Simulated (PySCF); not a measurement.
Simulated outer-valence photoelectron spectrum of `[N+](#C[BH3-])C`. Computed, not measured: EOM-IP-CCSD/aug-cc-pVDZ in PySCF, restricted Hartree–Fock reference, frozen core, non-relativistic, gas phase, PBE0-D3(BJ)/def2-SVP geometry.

Each root has a Gaussian of 0.6 eV full width with its one-hole share as area; cross sections and vibrations are left out, and the highest printed point is 100.

ionisation energy (eV), intensity and a bar:
```
      9.8          2 
     10.0         11 ###
     10.2         43 #############
     10.4         89 ###########################
     10.6         99 ##############################
     10.8         60 ##################
     11.0         20 ######
     11.2          3 #
     11.4          0 
     11.6          0 
     11.8          0 
     12.0          2 #
     12.2         12 ###
     12.4         33 ##########
     12.6         50 ###############
     12.8         41 ############
     13.0         20 ######
     13.2         16 #####
     13.4         45 ##############
     13.6         89 ###########################
     13.8         96 #############################
     14.0         56 #################
     14.2         18 #####
     14.4          3 #
     14.6          0 
     14.8          0 
     15.0          0 
     15.2          0 
     15.4          0 
     15.6          0 
     15.8          0 
     16.0          0 
     16.2          0 
     16.4          1 
     16.6          8 ##
     16.8         35 ##########
     17.0         80 ########################
     17.2        100 ##############################
     17.4         68 ####################
     17.6         25 #######
     17.8          5 #
     18.0          1
```

**Question.** Where are the maxima, and how many lines lie under the curve?

**Answer.** 4 maxima, at 10.5, 12.6, 13.7 and 17.2 eV, from 4 lines (7 roots with degenerate partners counted).

**Question.** List the lines with their holes.

**Answer.** 
```
E (eV)  leading hole (HF orbital)  area  Koopmans (eV)
 10.54                HOMO/HOMO-1  1.90          11.22
 12.64                     HOMO-2  0.93          13.94
 13.72              HOMO-3/HOMO-4  1.87          14.46
 17.17              HOMO-5/HOMO-6  1.87          18.36
```

The widest gap, 3.45 eV, lies between 13.72 and 17.17 eV. Only orbitals with −ε under 21 eV, eight at most, were ionised, so the high end of the curve may lack lines.
